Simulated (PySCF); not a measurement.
Does the structure fit the spectrum?

A compound C6H8FOP gives the data below (simulated from a calculation) and was assigned the structure `COC(F)=C=PC1CC1`.

13C{1H} NMR (computed): δ 187.2 (C), 147.8 (C), 14.5 (CH), 11.9 (CH3), 4.8 (CH2), 4.3 (CH2).

1H NMR (400 MHz, computed): δ 2.23 (m, 3H), 1.14 (m, 1H), 1.07 (m, 1H), 0.88 (m, 1H), 0.83 (m, 1H), 0.44 (m, 1H).

- GIAO PBE0/pcSseg-1 shieldings
- geometry from GFN2-xTB
- program: PySCF 2.14
- a single conformation, relativity neglected, no solvent, rapidly exchanging positions averaged

δ = σ(ref) − σ, references computed at the same level: TMS for 1H, 13C.

(1) Compare with the shifts computed for the proposed structure, pairing carbons in order of shift.

(2) Which isomer fits?

Answers

(1) Atom-mapped SMILES (the numbers label the heavy atoms): `[CH3:1][O:2][C:3]([F:4])=[C:5]=[P:6][CH:7]1[CH2:8][CH2:9]1` (H(Xn): hydrogen on atom n).

```json
{"atom": "C5", "computed for proposal": "245.0", "given list": "187.2", "difference": "+57.8"}
{"atom": "C3", "computed for proposal": "185.9", "given list": "147.8", "difference": "+38.1"}
{"atom": "C1", "computed for proposal": "55.3", "given list": "14.5", "difference": "+40.8"}
{"atom": "C7", "computed for proposal": "21.6", "given list": "11.9", "difference": "+9.7"}
{"atom": "C8", "computed for proposal": "18.7", "given list": "4.8", "difference": "+13.9"}
{"atom": "C9", "computed for proposal": "18.7", "given list": "4.3", "difference": "+14.4"}
```

The rms difference is 34.0 ppm and the largest +57.8 ppm at C5 (cumulene carbon). The proposal also would give 5 carbon signals, not 6. The carbon types in order of shift don't match either: C, C, CH3, CH, CH2, CH2 for the proposal against C, C, CH, CH3, CH2, CH2 in the data. The proposal doesn't fit.

(2) `InChI=1S/C6H8FOP/c1-4-6(7)9(4,8)5-2-3-5/h5H,2-3H2,1H3/t9-/m0/s1`.

δC 187.2, 147.8: fully substituted alkene carbon. δC 11.9: allylic methyl carbon; aliphatic region, no heteroatom directly attached. δH 2.23: hydrogen on an allylic methyl carbon; allylic position. δH 1.14, 1.07, 0.88, 0.83, 0.44: hydrogen on a three-membered-ring carbon; cyclopropane-type protons are shielded by the ring.

Other isomers checked: C#C[P@@]1(=O)C[C@H](F)[C@H]1C (rms 58.7 ppm); COc1ccc(F)p1C (rms 62.3 ppm).

This is the structure that produced the data.

Splittings by 19F and 31P in the carbon and heteronuclear signals aren't shown, as no couplings were computed. Shifts are as computed. Against solution values, carbons near 30 ppm lie about +3 ppm off and those near 130 ppm about +5 ppm. Of 1211 compounds with measured shifts, 218 miss one by over three times the rms of a fit or turn the order of signals round; such compounds aren't used in these exercises. No couplings were computed; multiplicities are counted from neighbouring protons, with m where these are inequivalent, close in shift, in a saturated or five-membered ring or joined by F or P, and br s for small geminal =CH2 splittings.
